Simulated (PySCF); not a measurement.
Distorted geometries of [TaO2Br2]−

[TaO2Br2]− (singlet). PySCF 2.14.0, RKS PBE, Ta def2-SVP with ECP60, O def2-SVP, Br def2-SVP; non-relativistic Hamiltonian with scalar-relativistic core potentials where named; density fitting; no spin-orbit coupling. Relaxed geometry:

```xyz
5

Ta    0.0000    0.0000    0.4552
O     0.9994    0.9994    1.5173
O    -0.9994   -0.9994    1.5173
Br    1.5146   -1.5146   -0.9509
Br   -1.5146    1.5146   -0.9509
```

Q: Order these distorted geometries by energy above the relaxed one, lowest first.
A.
```xyz
5

Ta    0.0347    0.0315    0.4310
O     0.8809    0.9656    1.4313
O    -1.0068   -0.9622    1.5332
Br    1.5454   -1.5514   -0.9277
Br   -1.4542    1.5166   -0.8798
```
B.
```xyz
5

Ta   -0.0231    0.1070    0.5589
O     1.2019    1.0620    1.5964
O    -1.1663   -1.0265    1.1262
Br    1.5165   -1.5542   -0.7145
Br   -1.5290    1.4117   -0.9789
```
C.
```xyz
5

Ta   -0.0139    0.0189    0.4240
O     0.9284    1.0154    1.5559
O    -0.9720   -1.0142    1.4997
Br    1.5164   -1.5288   -0.9428
Br   -1.4589    1.5087   -0.9487
```

A: C (0.05 eV), A (0.80 eV), B (0.83 eV).

Q: Which forces (eV/Å) act in the one that lies 0.80 eV up?

A: 
```
Ta  -5.85 -7.36 -4.82
O    5.59  5.96  6.25
O    0.72  0.67 -0.76
Br   0.15  0.03 -0.04
Br  -0.61  0.70 -0.62
```
Forces carry noise of the integration grid, about 0.01 to 0.03 eV/Å.
